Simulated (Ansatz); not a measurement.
A nudged elastic band was laid between two geometries of C₂H₃NO₂Se (9 atoms, charge 0, multiplicity 1).

All numbers below come from Ansatz 0.2.0, RKS B3LYP-D4/def2-SVP.

| Item | Value |
| --- | --- |
| movable images | 7 |
| climbing image | yes |
| spring | 5.0 eV/Å² |
| optimiser | quadratic models (default) |
| start path | through a guess of the saddle point |
| force threshold | 0.03 eV/Å |
| iteration limit | 60 |
| end points | relaxed |

Image 0:

```xyz
9
Properties=species:S:1:pos:R:3
N 1.883 0.034 -0.941
C 0.999 -0.293 -0.093
Se 0.939 -1.314 1.491
C -0.434 -0.086 0.102
O -1.304 -0.702 -0.680
O -0.949 0.981 0.733
H 1.470 0.601 -1.693
H -2.202 -0.556 -0.336
H -0.314 1.289 1.400
```

Image 8:

```xyz
9
Properties=species:S:1:pos:R:3
N 1.423 0.332 -1.281
C 0.851 -0.135 -0.247
Se 1.232 -1.162 1.288
C -0.577 -0.013 0.051
O -1.460 -0.687 -0.636
O -1.086 0.889 0.872
H 2.420 0.082 -1.272
H -2.342 -0.579 -0.235
H -0.372 1.228 1.443
```

What changes between the two ends?

No bond is made or broken. The dihedral H7–N1–C2–Se3 changes from 178 to -1° by way of a nearly straight angle H7–N1–C2 (up to 176°), not by a turn about the bond.

Give the energies along the band, and the barrier.

The run converged. The highest image is number 4 of 0 to 8, 81.3 kJ/mol above the first end and 101.6 kJ/mol above the last; the last end lies 20.3 kJ/mol below the first. A vibrational analysis at the climbing image gives one clearly imaginary mode, 885i cm⁻¹: a first-order saddle point.

```csv
image,path coordinate (Å),energy (kJ/mol),angle H7–N1–C2 (°)
0,0.00,0.0,111
1,0.32,3.3,113
2,0.65,16.7,121
3,0.97,50.4,141
4,1.29,81.3,176
5,1.60,46.4,148
6,1.91,2.8,124
7,2.23,-16.4,114
8,2.54,-20.3,110
```

What is the geometry of the highest image?


```xyz
9
Properties=species:S:1:pos:R:3
N 1.718 0.188 -1.110
C 0.889 -0.141 -0.302
Se 0.712 -1.201 1.457
C -0.486 -0.110 0.182
O -1.403 -0.739 -0.592
O -1.001 1.052 0.723
H 2.352 0.481 -1.821
H -2.210 -0.849 -0.063
H -0.482 1.273 1.510
```

What are the harmonic wavenumbers there?

885i, 132, 171, 247, 274, 344, 374, 419, 490, 568, 575, 611, 818, 1117, 1174, 1317, 1410, 2036, 3762, 3800, 3893 cm⁻¹.

Run time: 13 min on 2 threads of Arm Neoverse V1 (shared host), peak memory 0.33 GiB.
